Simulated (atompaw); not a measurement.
Pseudopotential generation for Ga: PAW (atompaw), PBE, scalar-relativistic.

Input for atompaw 4.2.0.5:

```
Ga 31
GGA-PBE scalarrelativistic loggrid 1500 logderivrange -13 5 451
4 4 3 0 0 0
4 1 1
0 0 0
c
c
v
v
c
v
v
v
2
1.25 0.95 0.90 0.85
n
n
y
0.65
n
bloechl besselshape
3 0 troulliermartins
PWSCFOUT
UPFDX 0.0125d0 UPFXMIN -7.d0 UPFZMESH 31.d0
END
```

Command:

```bash
atompaw < Ga.input > Ga.log
```

Resulting log (summary file):

```
Completed calculations for Ga (AE)

 Exchange-correlation type: GGA, Perdew-Burke-Ernzerhof

 Radial integration grid is logarithmic
 r0 =   2.7104631E-04 h =   8.4024356E-03   n =      1500 rmax =   8.0000000E+01

 Scalar relativistic calculation

 AEatom converged in  44 iterations
   nz     =  31.00
   delta  =       1.467275424719E-15

 All Electron Orbital energies:
  n  l      occupancy      energy
  1  0      2.0000000E+00 -7.5188853E+02
  2  0      2.0000000E+00 -9.2779179E+01
  3  0      2.0000000E+00 -1.0887057E+01
  4  0      2.0000000E+00 -6.5771896E-01
  2  1      6.0000000E+00 -8.0762989E+01
  3  1      6.0000000E+00 -7.2660233E+00
  4  1      1.0000000E+00 -1.8956760E-01
  3  2      1.0000000E+01 -1.4078300E+00

 Total energy
   Total                    :    -3887.87566036112048

 ---
 Completed calculations for Ga (SC)

 Exchange-correlation type: GGA, Perdew-Burke-Ernzerhof

 Radial integration grid is logarithmic
 r0 =   2.7104631E-04 h =   8.4024356E-03   n =      1500 rmax =   8.0000000E+01

 Scalar relativistic calculation

 SCatom converged in   5 iterations
   nz     =  31.00
   delta  =       5.955358271648E-17

 Valence Electron Orbital energies:
  n  l      occupancy      energy
   3  0      2.0000000E+00 -1.0887057E+01
   4  0      2.0000000E+00 -6.5771896E-01
   3  1      6.0000000E+00 -7.2660233E+00
   4  1      1.0000000E+00 -1.8956760E-01
   3  2      1.0000000E+01 -1.4078300E+00

 Total energy
   Total                    :    -3887.87566035847794
   Valence                  :     -618.13300775002938

 PAW parameters:
       lmax =            2
         rc =    1.2598740360438148
        irc =         1006
   rc_shape =   0.95471980892025421
    rc_vloc =   0.90017001903336802
    rc_core =   0.85589993657634578
   Vloc: Norm-conserving Troullier-Martins with l= 3;e=   0.0000E+00
   Projector type: Bloechl + Gram-Schmidt ortho.
   Bessel compensation charge shape zeroed at   9.5472E-01

 Number of basis functions     6
 No.   n  nodes  l      Energy         Cp coeff         Occ
  1    3    2    0   -0.1088706E+02 -0.3010417E+02  0.2000000E+01
  2    4    3    0   -0.6577190E+00 -0.3928773E+02  0.2000000E+01
  3    3    1    1   -0.7266023E+01 -0.1139713E+02  0.6000000E+01
  4    4    2    1   -0.1895676E+00 -0.1478958E+02  0.1000000E+01
  5    3    0    2   -0.1407830E+01  0.8001721E+01  0.1000000E+02
  6  999    1    2    0.6500000E+00  0.1029696E+02  0.0000000E+00

 Eigenvalues of overlap operator (in the basis of projectors):
    1        7.29296018E-02
    2        1.09796708E-01
    3        5.61209928E-01
    4        4.18908240E+00
    5        4.53945496E+00
    6        1.92405211E+01

 Orbital leakage outside PAW augmentation regions
   orb  is_core?  %out_of_sphere
   1 0    T          -0.00
   2 0    T           0.00
   3 0    F           2.06
   4 0    F          92.28
   2 1    T           0.00
   3 1    F           3.71
   4 1    F          97.48
   3 2    F          14.00

 Summary of PAW energies
   Total valence energy     :   -618.13302812536313
   Smooth energy            :    293.58801930776832
   One center               :   -911.72104743313150
   Smooth kinetic           :    314.10291935915166
   Vloc energy              :    -96.93940603424022
   Smooth exch-corr         :    -63.87222467096222
   One-center xc            :    -87.06341681814641
```

The run took about 11 s on one core of a shared server CPU.
